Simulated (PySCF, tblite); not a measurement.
Isomers of C8H9P. Computed with GFN2-xTB (tblite): harmonic, unscaled wavenumbers at the GFN2-xTB geometry, gas phase. Against measured fundamentals such values can be off by several per cent, at times by over 20. One conformer each.

Electronic energies: PBE0/pcSseg-1 single points on the GFN2-xTB geometries (PySCF, gas phase).

```csv
SMILES,"electronic energy, lowest = 0 (kcal/mol)"
c1cpcc(C2CC2)c1,5.4
C/C=P\c1ccccc1,0.0
c1ccc(C2CC2)pc1,5.9
C#CCP1C(C)=C1C=C,78.6
```

**Question.** How do GFN2-xTB zero-point energies change the relative energies?

**Answer.** 
```
          SMILES  ZPE (kcal/mol)  of it from modes above 1550 cm⁻¹  electronic (kcal/mol)  with ZPE, lowest = 0 (kcal/mol)  lowest mode (cm⁻¹)  rings
  C/C=P\c1ccccc1            88.7                              43.7                    0.0                              0.0                  25      1
 c1cpcc(C2CC2)c1            90.0                              39.5                    5.4                              6.7                  63      2
 c1ccc(C2CC2)pc1            89.8                              41.6                    5.9                              6.9                  55      2
C#CCP1C(C)=C1C=C            84.8                              47.5                   78.6                             74.6                  26      1
```

The zero-point energies span 5.2 kcal/mol, from `C#CCP1C(C)=C1C=C` to `c1cpcc(C2CC2)c1`. The order is unchanged.

**Question.** And how do the electronic energies of GFN2-xTB itself compare?

**Answer.** `C/C=P\c1ccccc1` 2.3; `c1cpcc(C2CC2)c1` 0.7; `c1ccc(C2CC2)pc1` 0.0; `C#CCP1C(C)=C1C=C` 76.0 kcal/mol, lowest = 0. Against the energies above, taken from the same isomer `C/C=P\c1ccccc1`, the largest difference is 8.2 kcal/mol.

**Question.** What do entropy and thermal enthalpy add at 298.15 K and 1 bar (rigid rotor, harmonic oscillator, one conformer each)?

**Answer.** 
| SMILES | point group | symmetry number | S (cal/(mol K)) | H − H(0) (kcal/mol) | ZPE + H − H(0) − TS (kcal/mol) |
| --- | --- | --- | --- | --- | --- |
| C/C=P\c1ccccc1 | C1 | 1 | 95.9 | 6.35 | 66.5 |
| c1cpcc(C2CC2)c1 | Cs | 1 | 89.1 | 5.68 | 69.1 |
| c1ccc(C2CC2)pc1 | Cs | 1 | 89.5 | 5.71 | 68.8 |
| C#CCP1C(C)=C1C=C | C1 | 1 | 108.0 | 7.88 | 60.4 |
